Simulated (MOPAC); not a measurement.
Job for MOPAC: PM3 on BP+, 2S+1 = 4, a spin state set in the input, which need not be the lowest, a point of a bond scan (R = 1.957 Å). Charge +1.

```
PM3 1SCF PRECISE CHARGE=1 UHF MS=1.5 THREADS=1
BP

B      0.00000000 1     0.00000000 1     0.00000000 1
P      0.00000000 1     0.00000000 1     1.95702000 1
```

The log:

```
*******************************************************************************
 **                                                                           **
 **                              MOPAC v23.2.5                                **
 **                                                                           **
 *******************************************************************************
 ** MOPAC's Digital Object Identifier: https://doi.org/10.5281/zenodo.6511958 **
 **                                                                           **
 ** Please cite the open-source release paper for use of this MOPAC version:  **
 ** J. E. Moussa and J. J. P. Stewart (2026)                                  **
 ** MOPAC: An open-source semiempirical molecular orbital program             **
 ** J. Open Source Softw., 11(119), 8025, https://doi.org/10.21105/joss.08025 **
 *******************************************************************************

                              PM3 CALCULATION RESULTS

 *******************************************************************************
 *  PM3        - The PM3 Hamiltonian to be used
 *  UHF        - UNRESTRICTED HARTREE-FOCK CALCULATION
 *
 *
 *
 *                 CHARGE ON SYSTEM = +1
 *
 *
 *
 *  MS=        - IN MECI, MAGNETIC COMPONENT OF SPIN =  1.5
 *  PRECISE    - TIGHTER CRITERIA TO BE USED
 *  1SCF       - DO 1 SCF AND THEN STOP
 *  THREADS=1  - MULTI-THREADING NOT USED
 *  T=         - A TIME OF 172800.0 SECONDS REQUESTED
 *  DUMP=N     - RESTART FILE WRITTEN EVERY 7200.0 SECONDS REQUESTED
 *******************************************************************************
PM3 1SCF PRECISE CHARGE=1 UHF MS=1.5 THREADS=1
 BP

   ATOM   CHEMICAL          X               Y               Z
  NUMBER   SYMBOL      (ANGSTROMS)     (ANGSTROMS)     (ANGSTROMS)

     1       B          0.00000000  *   0.00000000  *   0.00000000  *
     2       P          0.00000000  *   0.00000000  *   1.95702000  *



          CARTESIAN COORDINATES

    NO.       ATOM           X           Y           Z

     1         B          0.0000      0.0000      0.0000
     2         P          0.0000      0.0000      1.9570

  B: (PM3): J. J. P. STEWART, J. MOL. MOD., 10, 155-164 (2004)
  P: (PM3): J. J. P. STEWART, J. COMP. CHEM. 10, 209 (1989).

           Empirical Formula: B P  =     2 atoms



      MOLECULAR POINT GROUP   :   C*v


          UHF CALCULATION, NO. OF ALPHA ELECTRONS =    5
                           NO. OF BETA  ELECTRONS =    2

 -------------------------------------------------------------------------------
 PM3 1SCF PRECISE CHARGE=1 UHF MS=1.5 THREADS=1
 BP



     1SCF WAS SPECIFIED, SO BFGS WAS NOT USED
     SCF FIELD WAS ACHIEVED


                              PM3 CALCULATION
                                                       MOPAC v23.2.5 Linux




          FINAL HEAT OF FORMATION =        335.72225 KCAL/MOL =    1404.66190 KJ/MOL


          COSMO AREA              =         79.50 SQUARE ANGSTROMS
          COSMO VOLUME            =         62.80 CUBIC ANGSTROMS

          IONIZATION POTENTIAL    =         15.279051 EV
          ALPHA SOMO LUMO (EV)    =        -15.279 -5.592
          BETA  SOMO LUMO (EV)    =        -22.173 -8.438
          NO. OF ALPHA ELECTRONS  =          5
          NO. OF BETA  ELECTRONS  =          2
          MOLECULAR WEIGHT        =         41.7838         POINT GROUP:  C*v

          MOLECULAR DIMENSIONS (Angstroms)

            Atom       Atom       Distance
            P     2    B     1     1.95702
            P     2    B     1     0.00000
            B     1    P     2     0.00000


          SCF CALCULATIONS        =          1





   ATOM   CHEMICAL          X               Y               Z
  NUMBER   SYMBOL      (ANGSTROMS)     (ANGSTROMS)     (ANGSTROMS)

     1       B          0.00000000  *   0.00000000  *   0.00000000  *
     2       P          0.00000000  *   0.00000000  *   1.95702000  *

                             CARTESIAN COORDINATES

   1    B        0.000000000     0.000000000     0.000000000
   2    P        0.000000000     0.000000000     1.957020000


           Empirical Formula: B P  =     2 atoms



      MOLECULAR POINT GROUP   :   C*v


          ALPHA EIGENVALUES
 -31.75422 -25.57479 -15.79360 -15.27905 -15.27905  -5.59229  -5.59229  -5.12970


           BETA EIGENVALUES
 -30.35925 -22.17283  -8.43842  -8.29679  -8.29679  -4.74226  -4.74226  -4.25828


              NET ATOMIC CHARGES AND DIPOLE CONTRIBUTIONS

  ATOM NO.   TYPE          CHARGE      No. of ELECS.   s-Pop       p-Pop
    1          B           0.496044        2.5040     1.92857     0.57538
    2          P           0.503956        4.4960     1.86602     2.63002
 DIPOLE           X         Y         Z       TOTAL
 POINT-CHG.     0.000     0.000    -2.231     2.231
 HYBRID        -0.000     0.000     0.399     0.399
 SUM           -0.000     0.000    -1.832     1.832


          ATOMIC ORBITAL ELECTRON POPULATIONS

     Atom    s        px        py        pz
    1  B   1.92857   0.09019   0.09019   0.39501
    2  P   1.86602   0.90981   0.90981   0.81040


                    (SZ)    =    1.500000
                    (S**2)  =    3.758176


          ATOMIC ORBITAL SPIN POPULATIONS

    Atom   Total    s     px     py     pz
         Atomic
    1  B  0.4336  0.016  0.090  0.090  0.238
    2  P  2.5664  0.034  0.910  0.910  0.713

 **********************
 *                    *
 * JOB ENDED NORMALLY *
 *                    *
 **********************




 == MOPAC DONE ==
```

The run finished.

Cost: roughly 0.020 core-seconds.
